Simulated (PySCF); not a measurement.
The free ion Fe2+ in its d6 configuration.

Method (PySCF 2.14, density fitting): CASSCF(6,5) with orbitals averaged over all microstates of the shell, strongly contracted NEVPT2 on the averaged canonical orbitals; basis x2c-TZVPall; spin-free X2C; gas phase; spin-orbit coupling by state interaction with the mean-field operator over all roots.

Q: Which term lies lowest, and with what spin?

A: 5D (S = 2, orbital degeneracy 5), by NEVPT2.

Q: Which is the lowest state of another spin?

A: 3P at 21023 cm⁻¹ by NEVPT2; CASSCF alone puts it at 24736 cm⁻¹ above the same ground state.

Q: What are the magnetic parameters?

A: The lowest spin-orbit level is 9-fold with J = 4; the next lies at 425.0 cm⁻¹. μeff is 6.61 μB at 300 K and 6.71 μB at 10 K; the free-ion value g_J√(J(J+1)) for the Hund's-rule level J = 4 is 6.71 μB.

The job took 5.8 s on one thread of Arm Neoverse V1 (shared host), with 48 basis functions, launched as `OMP_NUM_THREADS=1 python lf_run.py task.json out`.
